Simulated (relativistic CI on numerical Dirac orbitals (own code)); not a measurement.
## Os3+ (5d5) in a crystal field

Calculated by Dirac-Coulomb-Breit CI, separate exchange-only KLI orbitals for each configuration, model QED (radiative potential, 1s self-energy scaled to tabulated hydrogen-like ionisation energies), valence Slater integrals scaled by 0.9, one configuration in a parametric crystal field (own radial code). With so little scaling, terms lie 10 to 35 % too far apart, which can change the order of excited levels.

Field parameters in Wybourne normalisation: Oh B⁴₀ = 21Dq, B⁴₄ = √(5/14) B⁴₀. The field is a parameter set, without covalency.

S and J are read from ⟨S²⟩ = S(S + 1) and ⟨J²⟩ = J(J + 1) of each level; they are not fictitious spins.

Oh, 10Dq = 7000 cm⁻¹, the lowest 16 levels:

```csv
E (cm⁻¹),Degeneracy,Irrep,S,J
0.0,2,Γ7,2.40,2.52
59.6,4,Γ8,2.41,2.52
13383,2,Γ7,1.22,3.25
16853,4,Γ8,1.42,3.31
17817,4,Γ8,1.43,3.65
19158,2,Γ6,1.47,3.13
19652,2,Γ7,1.43,3.42
20122,4,Γ8,1.39,3.74
21334,4,Γ8,1.31,4.54
21765,2,Γ6,1.44,4.94
22358,2,Γ7,1.32,4.79
22394,4,Γ8,1.38,4.51
23329,2,Γ6,1.38,4.15
23544,4,Γ8,1.43,4.40
24606,4,Γ8,1.42,3.91
25349,2,Γ7,1.10,4.18
```

Principal g values of the ground doublet: 3.25, 3.25, 3.25.

Oh, 10Dq = 12600 cm⁻¹, the lowest 16 levels:

| E (cm⁻¹) | Degeneracy | Irrep | S | J |
| --- | --- | --- | --- | --- |
| 0.0 | 2 | Γ7 | 2.27 | 2.67 |
| 338 | 4 | Γ8 | 2.36 | 2.59 |
| 7277 | 2 | Γ7 | 1.23 | 3.64 |
| 12626 | 4 | Γ8 | 1.26 | 3.85 |
| 13194 | 4 | Γ8 | 1.49 | 3.55 |
| 15053 | 2 | Γ6 | 1.48 | 3.07 |
| 16133 | 4 | Γ8 | 1.33 | 3.92 |
| 16693 | 2 | Γ7 | 1.43 | 3.52 |
| 18693 | 2 | Γ6 | 1.46 | 4.34 |
| 19048 | 4 | Γ8 | 1.37 | 4.17 |
| 19407 | 4 | Γ8 | 1.09 | 4.31 |
| 19721 | 2 | Γ7 | 1.15 | 4.28 |
| 21563 | 4 | Γ8 | 1.12 | 4.08 |
| 21928 | 2 | Γ7 | 1.17 | 4.72 |
| 23006 | 2 | Γ6 | 1.19 | 4.20 |
| 24060 | 4 | Γ8 | 1.39 | 4.53 |

Principal g values of the ground doublet: 3.13, 3.13, 3.13.

Oh, 10Dq = 18250 cm⁻¹, the lowest 16 levels:

```csv
E (cm⁻¹),Degeneracy,Irrep,S,J
0.0,2,Γ7,1.30,3.67
2984,4,Γ8,2.18,2.86
5400,2,Γ7,2.05,3.16
8525,4,Γ8,1.03,4.12
12244,4,Γ8,1.54,3.52
13652,2,Γ6,1.48,3.08
14411,4,Γ8,1.55,3.82
15809,2,Γ7,1.55,3.67
17585,2,Γ6,1.47,4.05
17980,4,Γ8,1.41,3.82
18044,2,Γ7,1.31,3.79
18407,4,Γ8,1.26,3.98
20819,4,Γ8,0.92,4.56
22350,2,Γ7,0.81,4.86
23786,2,Γ6,0.82,4.63
24895,2,Γ7,0.99,4.50
```

Principal g values of the ground doublet: 2.49, 2.49, 2.49.

The free-ion ground term has S = 5/2. The field overcomes the spin-pairing energy for Oh, 10Dq = 18250 cm⁻¹, where the ground state has lower spin; these fields are assumed values.

Levels of this model without a field, named by their leading LS term: ⁶S5/2 0, ⁴G5/2 18993, ⁴G7/2 22222, ⁴G11/2 22959, ⁴G5/2 23406, ⁴G9/2 23582, ⁴P3/2 23611, ⁴P1/2 25942 cm⁻¹.
